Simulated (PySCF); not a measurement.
C4H6OSi.
InChI=1S/C4H6OSi/c5-3-1-2-4-6/h3H,4H2,6H3

Level: CAM-B3LYP/def2-SVPD in PySCF, non-relativistic, on one gas-phase PBE0-D3(BJ)/def2-SVP geometry that isn't relaxed in the solvent. The solvent is an IEF-PCM continuum (Bondi radii, 1.10 Å for H, scaled by 1.2), and excitations are vertical TDDFT with non-equilibrium linear response and a frozen core. The model holds no explicit solvent molecules, cavitation or dispersion.

Gas-phase singlets (H = HOMO, L = LUMO):

```csv
state,E (eV),λ (nm),f,leading configuration
S1,3.959,313,0.000,H-1→L 94%
S2,4.819,257,0.000,H-2→L 97%
S3,5.449,228,0.264,H→L 83%
S4,6.534,190,0.001,H→L+3 71%
S5,7.235,171,0.000,H→L+1 88%
```

Problem. Give the list for chloroform (ε = 4.711), n² = 2.09.

Solution. 
```tsv
state	E (eV)	λ (nm)	f	leading configuration	change by rank (eV)
S1	4.104	302	0.000	H-1→L 92%	+0.145
S2	4.719	263	0.000	H-2→L 93%	-0.100
S3	5.295	234	0.366	H→L 87%	-0.154
S4	6.575	189	0.001	H→L+2 63%	+0.041
S5	7.358	169	0.000	H→L+1 82%	+0.123
```

Problem. What are the lowest 5 singlets in dimethylsulfoxide (ε = 46.83)?

Solution. 
```tsv
state	E (eV)	λ (nm)	f	leading configuration	change by rank (eV)
S1	4.164	298	0.001	H-2→L 96%	+0.205
S2	4.685	265	0.000	H-1→L 97%	-0.134
S3	5.264	236	0.378	H→L 88%	-0.185
S4	6.589	188	0.001	H→L+2 58%	+0.055
S5	7.399	168	0.001	H→L+1 78%	+0.164
```

Problem. The ground-state energy changes by -0.272 eV from gas to dimethylsulfoxide. By how much does the total energy of gas-phase S3 change?

Solution. E(S3) = E(S0) + excitation energy, so it changes by -0.272 − 0.185 = -0.457 eV: it is lowered more than the ground state, which is what a red shift means. This is the vertical state, with the slow part of the continuum still set for S0.

Problem. How do the frontier levels move from gas to dimethylsulfoxide?

Solution. 
```json
{"orbital": "LUMO+2", "gas (eV)": "1.28", "solvent (eV)": "1.50", "change (eV)": "+0.22"}
{"orbital": "LUMO+1", "gas (eV)": "0.75", "solvent (eV)": "1.08", "change (eV)": "+0.33"}
{"orbital": "LUMO", "gas (eV)": "-0.74", "solvent (eV)": "-0.80", "change (eV)": "-0.06"}
{"orbital": "HOMO", "gas (eV)": "-9.33", "solvent (eV)": "-9.25", "change (eV)": "+0.08"}
{"orbital": "HOMO-1", "gas (eV)": "-9.39", "solvent (eV)": "-9.60", "change (eV)": "-0.21"}
{"orbital": "HOMO-2", "gas (eV)": "-9.69", "solvent (eV)": "-9.67", "change (eV)": "+0.02"}
{"orbital": "HOMO-3", "gas (eV)": "-11.47", "solvent (eV)": "-11.13", "change (eV)": "+0.34"}
```

The HOMO–LUMO gap goes from 8.59 to 8.45 eV. Rows go by rank; for HOMO-2, HOMO-1, HOMO and LUMO+2 the atom shares or the degeneracy differ between the runs, so the row needn't follow one orbital.

On one thread of an Arm Neoverse N1, no GPU, shared host with 64 logical CPUs at a one-minute load of 42, this took 31 s and 0.83 GiB of memory at its peak. This is the whole response run at CAM-B3LYP/def2-SVPD in dimethylsulfoxide, SCF included.
